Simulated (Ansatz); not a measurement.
`C[SiH](S)Cl` + CH₃OH → `CO[SiH](S)Cl` + CH₄ at 298.15 K and 1 bar (ligand exchange at the Si–C bond).

Computed with Ansatz on PBE0-D4/def2-TZVP structures; ΔE is electronic, products minus reactants. CBS: MP2 limit from def2 TZ/QZ plus the TZ coupled-cluster correction, frozen cores. This one scheme is used for every species. One conformer a species, not always the lowest.

```
       species  CCSD(T)/CBS energy (Eh)  H − E (kJ/mol)  S (J/(mol·K))
 `C[SiH](S)Cl`              -1187.79090           170.1          341.6
         CH₃OH               -115.61712           146.3          238.2
`CO[SiH](S)Cl`              -1262.98502           189.0          373.4
           CH₄                -40.46206           127.4          186.2
```

H − E and S are ideal-gas, rigid-rotor, harmonic terms from PBE0-D4/def2-TZVP, for one conformer and one mirror image of each species. 1 Eh = 2625.50 kJ/mol, R = 8.31446 J/(mol·K).

Task: By hand: ΔE, ΔH, ΔS and ΔG.

Result: ΔE = (-1262.98502) + (-40.46206) − (-1187.79090) − (-115.61712) = -0.03906 Eh = -102.6 kJ/mol. Δ(H − E) = 189.0 + 127.4 − 170.1 − 146.3 = 0.0, so ΔH = -102.6 kJ/mol. ΔS = 373.4 + 186.2 − 341.6 − 238.2 = -20.2 J/(mol·K). ΔG = -102.6 − 298.15 × (-20.2)/1000 = -96.6 kJ/mol.

Task: By hand: the equilibrium constant, and the temperature at which ΔG would vanish if ΔH and ΔS stayed fixed.

Result: log₁₀ K = −ΔG/(RT ln 10) = 16.9. ΔG = 0 at ΔH/ΔS = 5079 K, far beyond where these terms or the molecules hold.

ΔH outweighs TΔS. A doubt of 5 kJ/mol in ΔE shifts log₁₀ K by 0.9 here. Other conformers and mirror images would add mixing entropy, several J/(mol·K) or more a flexible species. These are equilibria of isolated gas molecules and say nothing of rates. Largest T1 diagnostic: 0.011 (customary marks: 0.02 for closed shells, 0.045 for open ones).
